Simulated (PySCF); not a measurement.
PySCF input:

```python
from pyscf import gto, scf, dft

mol = gto.M(
    atom='''
    C    -0.99068060    0.19143410   -0.16200049
    S     0.56573450   -0.10931967    0.09251142
    H    -1.32804142    1.00501434   -0.80207335
    H    -1.77962703   -0.40450423    0.29389360
    ''',
    basis='def2-tzvpd',
    charge=0,
    spin=0,
    verbose=4,
)

mf = dft.RKS(mol, xc='tpssh').density_fit(auxbasis='def2-universal-jkfit')
mf.grids.level = 3
mf.conv_tol = 1e-9
mf.max_cycle = 100
mf.max_memory = 1500
mf.kernel()
if not mf.converged:
    mf = mf.newton()
    mf.kernel(mf.make_rdm1())
mf.analyze()
```

Task: Which total energy does the run end on?

Result: -437.51081 Eh (TPSSh/def2-TZVPD).
